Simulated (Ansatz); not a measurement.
`O=C=[N][Al]([F])[Cl]` + H₂ → `O=C=[N][AlH][F]` + HCl at 500 K and 1 bar (hydrogenolysis of the Al–Cl bond).

Computed with Ansatz on PBE0-D4/def2-TZVP structures; ΔE is electronic, products minus reactants. CCSD(T)/CBS adds triple-zeta CCSD(T) − MP2 to the extrapolated MP2 energy (def2 sets, frozen cores). This one scheme is used for every species. Each species was taken in one conformer, which may not be the lowest.

```
               species  CCSD(T)/CBS energy (Eh)  H − E (kJ/mol)  S (J/(mol·K))
`O=C=[N][Al]([F])[Cl]`               -969.71777            88.6          415.3
                    H₂                 -1.17544            41.0          145.5
     `O=C=[N][AlH][F]`               -510.46086            97.2          375.7
                   HCl               -460.38127            32.5          201.9
```

H − E and S are ideal-gas, rigid-rotor, harmonic terms from PBE0-D4/def2-TZVP, for one conformer and one mirror image of each species. The MP2-based limit puts H₂ 0.8 mEh under its directly extrapolated value; such offsets cancel only in part. 1 Eh = 2625.50 kJ/mol, R = 8.31446 J/(mol·K).

Problem. By hand: ΔE, ΔH, ΔS and ΔG.

Solution. ΔE = (-510.46086) + (-460.38127) − (-969.71777) − (-1.17544) = 0.05108 Eh = 134.1 kJ/mol. Δ(H − E) = 97.2 + 32.5 − 88.6 − 41.0 = 0.1, so ΔH = 134.2 kJ/mol. ΔS = 375.7 + 201.9 − 415.3 − 145.5 = 16.8 J/(mol·K). ΔG = 134.2 − 500 × (16.8)/1000 = 125.8 kJ/mol.

Problem. By hand: the equilibrium constant, and the temperature at which ΔG would vanish if ΔH and ΔS stayed fixed.

Solution. log₁₀ K = −ΔG/(RT ln 10) = -13.1. ΔG = 0 at ΔH/ΔS = 7988 K, far beyond where these terms or the molecules hold.

ΔH outweighs TΔS. A doubt of 5 kJ/mol in ΔE shifts log₁₀ K by 0.5 here. Other conformers and mirror images would add mixing entropy, several J/(mol·K) or more a flexible species. Modes under 60 cm⁻¹, often nearly free rotors, make the harmonic entropy too high. These are equilibria of isolated gas molecules and say nothing of rates. Largest T1 diagnostic: 0.016 (customary marks: 0.02 for closed shells, 0.045 for open ones).
